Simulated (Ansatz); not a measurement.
**A geometry optimisation of CH9OPSi2 with B3LYP/def2-SVP**

The starting geometry of this gas-phase triplet was optimised with GFN2-xTB as a singlet; its bonds are those of `C[SiH2]O[SiH2]P`.

```xyz
14

C     0.9254   -2.4589   -1.5854
O     2.0131   -0.9222    0.5946
P    -0.3111   -0.0826    2.5566
Si    1.9321   -2.4455    0.0193
Si    1.4279    0.4376    1.2414
H     1.3784   -1.8238   -2.3426
H     0.8578   -3.4621   -1.9951
H    -0.0876   -2.1000   -1.4205
H     3.3404   -2.7786   -0.1905
H     1.3018   -3.2726    1.0507
H     0.9359    1.2890    0.1565
H     2.5818    1.0208    1.9255
H     0.4520   -0.5849    3.5979
H    -0.3937    1.1699    3.1396
```

Task: Where would you expect an optimisation with B3LYP/def2-SVP to take it?

Result: It falls apart into CH7OSi2 + H2P. Contacts that open: P3–Si5 (2.24 → 3.83 Å).

The energy falls by 3.08 eV over 65 steps:

```csv
step,E − E(last) (eV)
1,3.077
8,0.222
15,0.019
22,0.016
29,0.011
37,0.005
44,0.003
51,0.000
58,0.000
65,0.000
```

Final geometry (Å):

```xyz
14

C     0.6974   -2.5231   -1.1762
O     2.4647   -0.5481    0.0484
P    -0.7097   -0.4104    2.7620
Si    2.1789   -2.1854   -0.0777
Si    2.2341    0.9501    0.7239
H     0.8460   -2.1015   -2.1834
H     0.5392   -3.6097   -1.2814
H    -0.2192   -2.0840   -0.7507
H     3.4037   -2.8095   -0.6552
H     1.9491   -2.7510    1.2860
H     1.2451    1.7301   -0.0900
H     3.5469    1.6744    0.7388
H    -1.8436   -1.0063    3.4114
H     0.0219   -0.3397    3.9920
```

No frequencies were run, so the end isn't proven a minimum. Open shells are spin-unrestricted. The triplet needn't be the ground state. Run with Ansatz 0.2.0, 8.6 min on 2 threads of Intel(R) Xeon(R) Processor @ 2.70GHz (shared host).
